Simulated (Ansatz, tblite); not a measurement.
Forces on Sc₈O₁₂ at its PBE-D4/def2-SVP geometry. Total charge 0; singlet.

The xTB rows come from tblite. Single mean-field runs in def2-TZVP are fitted with def2-universal-jkfit. The structure holds one bond between oxygen atoms, so isomers without such links may lie far lower. The restricted singlet is unstable towards broken spin symmetry at other levels; at PBE-D4/def2-TZVP this wasn't settled. Another isomer (singlet) lies 2.90 eV lower at PBE0-D4/def2-TZVP; other spin states weren't run for this one.

GFN1-xTB (tblite), largest force 2.07 eV/Å:

```xyz
20
positions Å, forces eV/Å
Sc   -0.485   -0.742    2.328    0.424    0.443    0.001
Sc    2.166   -1.546    1.217    0.212    0.219    0.078
Sc   -1.713    1.387   -0.464   -0.038    0.036   -0.380
Sc   -0.047    1.434   -3.054   -0.097   -0.063    0.155
Sc    1.294    1.603   -0.251    0.557   -0.065    0.273
Sc   -3.266   -0.672    1.538    0.169    0.128   -0.185
Sc   -0.382   -1.281   -0.592   -0.297    0.161   -0.194
Sc    2.847   -0.608   -1.456    1.378   -0.305   -1.509
O    -0.190    0.581    0.657    0.343   -0.535    1.322
O    -0.171    2.567   -1.110   -0.472    1.253   -0.203
O     1.782    0.840   -2.068   -0.267    0.468   -1.176
O    -1.686   -1.698    0.829   -0.044   -1.310   -0.327
O    -2.227   -0.294    3.041   -0.006    0.166    1.187
O     2.822    0.202    0.288    0.712    0.811    1.725
O    -0.326    1.940   -4.654   -0.028    0.053   -0.054
O     1.055   -2.057    2.893   -0.160    0.436   -0.125
O     1.574   -1.933   -0.749   -0.842   -1.361    0.185
O     1.513   -0.627    2.944   -0.559   -0.532    0.200
O    -1.237    0.026   -1.824   -0.329   -0.473   -0.715
O    -3.324    0.878    0.487   -0.655    0.470   -0.257
```

GFN2-xTB (tblite), largest force 2.59 eV/Å:

```
Sc 0.014 0.629 1.529
Sc 0.883 0.166 0.620
Sc -0.826 0.420 -0.132
Sc 0.159 0.116 -0.703
Sc 0.269 0.560 0.161
Sc -0.292 0.630 -0.277
Sc -0.527 -0.321 -1.185
Sc 1.731 -0.492 -1.865
O 0.483 -0.665 0.833
O -0.156 -0.082 0.205
O -0.630 0.237 -0.149
O 0.457 -0.479 -0.431
O 0.474 -0.153 -0.095
O -0.407 0.394 1.305
O -0.039 -0.032 0.180
O -0.213 0.387 -0.653
O -1.422 -0.332 0.746
O -0.492 -0.395 -0.447
O 0.249 -0.389 0.386
O 0.285 -0.199 -0.028
```

PBE-D4/def2-TZVP (Ansatz), largest force 0.76 eV/Å:

```
Sc 0.179 -0.049 0.058
Sc 0.044 -0.058 0.049
Sc 0.034 0.129 -0.019
Sc 0.124 -0.204 0.701
Sc 0.085 0.031 0.078
Sc -0.169 -0.180 -0.001
Sc -0.002 -0.122 -0.022
Sc 0.125 -0.105 0.020
O 0.011 0.059 0.078
O -0.052 0.140 -0.085
O -0.060 0.078 -0.156
O -0.042 -0.107 -0.027
O -0.050 0.087 0.231
O 0.062 0.057 0.061
O -0.114 0.215 -0.724
O -0.003 0.008 0.001
O 0.008 -0.074 -0.070
O -0.001 -0.007 0.018
O -0.037 -0.010 -0.149
O -0.144 0.112 -0.040
```
